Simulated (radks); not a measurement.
The neodymium ion Nd56+, 4 electrons, occupied as [He] 2s2. Method: scalar-relativistic Kohn-Sham, PBE, spin-polarised, spherical densities, finite nucleus; Fermi nuclear charge, rms radius 4.9123 fm; computed with a radial shooting solver on a logarithmic mesh with Libxc functionals.

Radial electron density D(r) = 4 pi r^2 rho(r):

r (bohr)  D(r) (e/bohr)
0.002148          10.81
0.002603          14.44
0.003154          19.08
0.003791          24.58
0.004593          31.48
0.005566          39.48
0.00669           47.90
0.008106          56.86
0.009744          64.70
0.01181           70.81
0.01431           73.30
0.0172            71.11
0.02083           63.60
0.02525           51.70
0.03035           38.58
0.03677           26.68
0.04455           19.80
0.05355           18.87
0.06489           21.62
0.07862           23.84
0.0945            22.13
0.1145            16.16
0.1387            8.897
0.1668            3.690
0.2021            1.010
0.2448           0.1748
0.2943          0.01949

D(r) has 2 maxima, at r = 0.0144, 0.0805 bohr, and minima at 0.0502 bohr, inside which lie 2.07 electrons.
